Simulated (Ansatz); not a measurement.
F₂H₂O₃W (`[O]=[W]([OH])([OH])([F])[F]`). Charge 0, multiplicity 1. W takes the def2 core potential.

```xyz
8

O    -1.399   -0.899   -1.050
W    -0.204   -0.456    0.047
O     1.359   -0.031   -0.916
O    -0.610    1.373    0.224
F    -0.826   -0.621    1.812
F     0.662   -2.053    0.439
H     1.405    0.728   -1.504
H    -0.387    1.960    0.949
```

Q: What are the harmonic wavenumbers in cm⁻¹ at PBE0-D4/def2-TZVP (Ansatz, finite differences of forces, unscaled)? (Best estimate.)

A: The calculation gave: 99, 140, 193, 241, 275, 294, 328, 341, 398, 576, 615, 639, 695, 718, 758, 1080, 3893, 3910.

Q: Is this a minimum?

A: Yes, all 18 modes are real.

Q: Give the ideal-gas thermochemistry at 298.15 K and 1 bar (rigid rotor, harmonic oscillator; point group C1, symmetry number 1).

A: Zero-point energy 90.9 kJ/mol; H(298) − E = 114.5 kJ/mol; entropy 372.7 J/(mol·K), of which translation 178.8, rotation 114.7, vibration 79.2; G(298) − E = 3.4 kJ/mol. Modes under 100 cm⁻¹ are hindered rotations or soft bends, so the harmonic entropy is rough.
